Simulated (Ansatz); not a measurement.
Consider the redistribution: `C[Si](F)(P)Cl` + `[SiH3]N([SiH3])[SiH2]Cl` → `C[SiH](F)P` + `[SiH3]N([SiH2]Cl)[SiH2]Cl`.

Isolated molecules relaxed with PBE0-D4/def2-TZVP in Ansatz; ΔE leaves out vibrations. CCSD(T)/CBS is the MP2 limit (def2-TZVPP, def2-QZVPP) plus CCSD(T) − MP2 in def2-TZVPP, frozen cores. DFT in def2-TZVPP. B3LYP here is the variant with VWN-RPA as its local correlation; programs differ in this. One conformer a species, not always the lowest.

| level | ΔE (kJ/mol) |
| --- | --- |
| B3LYP-D4 | 14.7 |
| B2PLYP | 14.4 |
| PBE | 14.8 |
| PBE0 | 13.3 |
| HF/def2-TZVPP | 14.8 |
| SCS-MP2/def2-TZVPP | 12.3 |
| CCSD/def2-TZVPP | 12.5 |
| HF/def2-QZVPP | 14.7 |

**Question.** What does CCSD(T)/CBS give? (Best estimate.)

**Answer.** Ansatz gave: +10.9 kJ/mol. The listed levels differ from it by 3.8, 3.5, 3.9, 2.4, 3.9, 1.4, 1.6, 3.8 kJ/mol.

Largest T1 diagnostic among the species: 0.012.

CCSD(T)/CBS has its own doubt, a few kJ/mol and more with outer-core shells, so smaller differences from it don't rank the levels.
